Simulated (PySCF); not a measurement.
Isomers of C6H8O3.

All values: PBE0/def2-SVPD (PySCF) at GFN2-xTB geometries, gas phase, one conformer each. Core orbitals are frozen in the response; Δα² is half the sum of the squared differences of the principal polarisabilities.

Problem. Rank by HOMO–LUMO gap, highest first.
A. `[CH3:1][C:2]1=[CH:3][O:4][CH:5]=[C:6]([CH2:7][OH:8])[O:9]1` with C5–C6–C7–O8 -14°, C6–C7–O8–H -60°
B. `[CH2:1]=[CH:2][C:3](=[O:4])[CH2:5][O:6][C:7]([CH3:8])=[O:9]` with C1–C2–C3–O4 7°, C2–C3–C5–O6 174°, C3–C5–O6–C7 -70°, C5–O6–C7–C8 173°
C. `[CH2:1]=[CH:2][O:3]/[CH:4]=[CH:5]\[O:6][C:7]([CH3:8])=[O:9]` with C1–C2–O3–C4 180°, C2–O3–C4–C5 180°, C4–C5–O6–C7 180°, C5–O6–C7–C8 180°
D. `[CH3:1][O:2][CH2:3][C:4]1=[CH:5][O:6][C:7](=[O:8])[CH2:9]1` with C1–O2–C3–C4 180°, O2–C3–C4–C5 -122°

Solution. D (6.58 eV), C (6.04 eV), B (5.70 eV), A (5.56 eV).

Problem. Rank by mean static polarisability, highest first.
A. `[CH2:1]=[CH:2][O:3]/[CH:4]=[CH:5]\[O:6][C:7]([CH3:8])=[O:9]` with C1–C2–O3–C4 180°, C2–O3–C4–C5 180°, C4–C5–O6–C7 180°, C5–O6–C7–C8 180°
B. `[CH3:1][C:2]1=[CH:3][O:4][CH:5]=[C:6]([CH2:7][OH:8])[O:9]1` with C5–C6–C7–O8 -14°, C6–C7–O8–H -60°
C. `[CH2:1]=[CH:2][C:3](=[O:4])[CH2:5][O:6][C:7]([CH3:8])=[O:9]` with C1–C2–C3–O4 7°, C2–C3–C5–O6 174°, C3–C5–O6–C7 -70°, C5–O6–C7–C8 173°

Solution. A (13.85 Å³), C (12.10 Å³), B (11.87 Å³).

Problem. Rank by HOMO energy, highest first.
A. `[CH3:1][O:2][CH2:3][C:4]1=[CH:5][O:6][C:7](=[O:8])[CH2:9]1` with C1–O2–C3–C4 180°, O2–C3–C4–C5 -122°
B. `[CH2:1]=[CH:2][C:3](=[O:4])[CH2:5][O:6][C:7]([CH3:8])=[O:9]` with C1–C2–C3–O4 7°, C2–C3–C5–O6 174°, C3–C5–O6–C7 -70°, C5–O6–C7–C8 173°
C. `[CH2:1]=[CH:2][O:3]/[CH:4]=[CH:5]\[O:6][C:7]([CH3:8])=[O:9]` with C1–C2–O3–C4 180°, C2–O3–C4–C5 180°, C4–C5–O6–C7 180°, C5–O6–C7–C8 180°
D. `[CH3:1][C:2]1=[CH:3][O:4][CH:5]=[C:6]([CH2:7][OH:8])[O:9]1` with C5–C6–C7–O8 -14°, C6–C7–O8–H -60°

Solution. D (-5.57 eV), C (-6.43 eV), A (-7.26 eV), B (-7.65 eV).

All values together:

| SMILES | μ (D) | HOMO (eV) | LUMO (eV) | α (Å³) | Δα (Å³) |
| --- | --- | --- | --- | --- | --- |
| C=CO/C=C\OC(C)=O | 1.80 | -6.43 | -0.38 | 13.85 | 10.60 |
| CC1=COC=C(CO)O1 | 1.72 | -5.57 | -0.01 | 11.87 | 4.94 |
| COCC1=COC(=O)C1 | 5.21 | -7.26 | -0.67 | 11.95 | 5.59 |
| C=CC(=O)COC(C)=O | 2.73 | -7.65 | -1.95 | 12.10 | 5.36 |

Conformers: `[CH2:1]=[CH:2][O:3]/[CH:4]=[CH:5]\[O:6][C:7]([CH3:8])=[O:9]` with C1–C2–O3–C4 180°, C2–O3–C4–C5 180°, C4–C5–O6–C7 180°, C5–O6–C7–C8 180°; `[CH3:1][C:2]1=[CH:3][O:4][CH:5]=[C:6]([CH2:7][OH:8])[O:9]1` with C5–C6–C7–O8 -14°, C6–C7–O8–H -60°; `[CH3:1][O:2][CH2:3][C:4]1=[CH:5][O:6][C:7](=[O:8])[CH2:9]1` with C1–O2–C3–C4 180°, O2–C3–C4–C5 -122°; `[CH2:1]=[CH:2][C:3](=[O:4])[CH2:5][O:6][C:7]([CH3:8])=[O:9]` with C1–C2–C3–O4 7°, C2–C3–C5–O6 174°, C3–C5–O6–C7 -70°, C5–O6–C7–C8 173°.
